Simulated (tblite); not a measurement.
C27H15P (P, Si, As-doped PAH), SMILES c1ccc2c(c1)cc1cpcc3c4cc5cccc6cccc(c4cc2c13)c65 at step 2 of a GFN2-xTB optimisation (tblite, gas phase), coordinates in Å:

```
  1 C    -5.4150    1.7313   -1.6792
  2 C    -4.1848    2.2979   -2.0630
  3 C    -3.0039    1.7833   -1.5867
  4 C    -2.9453    0.6701   -0.6967
  5 C    -4.2081    0.1165   -0.3230
  6 C    -5.4188    0.6672   -0.8308
  7 C    -4.2522   -0.9743    0.5417
  8 C    -3.1056   -1.5715    1.0826
  9 C    -3.3017   -2.6811    1.9524
 10 P    -2.0778   -3.5732    2.7314
 11 C    -0.6373   -2.7363    2.1410
 12 C    -0.5900   -1.6384    1.2713
 13 C     0.7088   -1.0224    0.8551
 14 C     1.9242   -1.4897    1.2899
 15 C     3.1825   -0.9272    0.9157
 16 C     4.3784   -1.4576    1.4054
 17 C     5.6146   -0.9229    1.0442
 18 C     5.6804    0.1495    0.1897
 19 C     4.5010    0.7306   -0.3325
 20 C     4.5545    1.8349   -1.2082
 21 C     3.3954    2.3770   -1.7030
 22 C     2.1501    1.8427   -1.3477
 23 C     2.0242    0.7491   -0.4798
 24 C     0.7407    0.1255   -0.0604
 25 C    -0.4656    0.6045   -0.5057
 26 C    -1.7401    0.0753   -0.1543
 27 C    -1.8046   -1.0481    0.7366
 28 C     3.2339    0.1909    0.0285
 29 H    -6.3428    2.1415   -2.0552
 30 H    -4.1880    3.1528   -2.7374
 31 H    -2.0993    2.2645   -1.9195
 32 H    -6.3552    0.2249   -0.5267
 33 H    -5.2226   -1.3701    0.8025
 34 H    -4.3454   -2.9705    2.1289
 35 H     0.2993   -3.1617    2.5315
 36 H     1.9950   -2.3336    1.9658
 37 H     4.3534   -2.3103    2.0747
 38 H     6.5280   -1.3547    1.4355
 39 H     6.6392    0.5630   -0.0884
 40 H     5.5125    2.2486   -1.4846
 41 H     3.4487    3.2257   -2.3778
 42 H     1.2825    2.3247   -1.7822
 43 H    -0.4426    1.4513   -1.1829
```

(1) What are the forces on the atoms (eV/Å)?

Answers

(1) 
```
  1 C     0.13    0.04   -0.02
  2 C     0.06   -0.10    0.11
  3 C     0.07   -0.19    0.15
  4 C     0.08    0.04   -0.01
  5 C     0.00   -0.01   -0.02
  6 C     0.17   -0.02    0.04
  7 C     0.26   -0.02    0.05
  8 C     0.14   -0.08    0.04
  9 C    -0.16    0.39   -0.30
 10 P     0.45    0.20   -0.14
 11 C     0.09    0.52   -0.40
 12 C     0.06    0.29   -0.21
 13 C     0.15    0.07   -0.09
 14 C    -0.08   -0.05    0.07
 15 C     0.11    0.12   -0.10
 16 C    -0.05   -0.03   -0.02
 17 C    -0.10    0.01   -0.02
 18 C    -0.17    0.01    0.01
 19 C    -0.04   -0.03    0.01
 20 C    -0.14   -0.06    0.04
 21 C    -0.13   -0.20    0.14
 22 C    -0.17   -0.18    0.15
 23 C    -0.12   -0.26    0.14
 24 C    -0.17   -0.10    0.13
 25 C     0.08    0.15   -0.14
 26 C    -0.22   -0.12    0.07
 27 C     0.05    0.10   -0.07
 28 C    -0.17   -0.10    0.09
 29 H     0.08   -0.01    0.01
 30 H     0.10   -0.24    0.18
 31 H     0.14   -0.04    0.04
 32 H     0.01   -0.08    0.06
 33 H     0.00   -0.07    0.06
 34 H     0.46    0.06   -0.03
 35 H    -0.49    0.30   -0.27
 36 H    -0.09    0.07   -0.06
 37 H    -0.07    0.10   -0.06
 38 H    -0.13    0.01   -0.01
 39 H    -0.04    0.03   -0.04
 40 H     0.04   -0.03    0.02
 41 H    -0.12   -0.15    0.12
 42 H     0.01   -0.14    0.12
 43 H    -0.11   -0.18    0.15
```
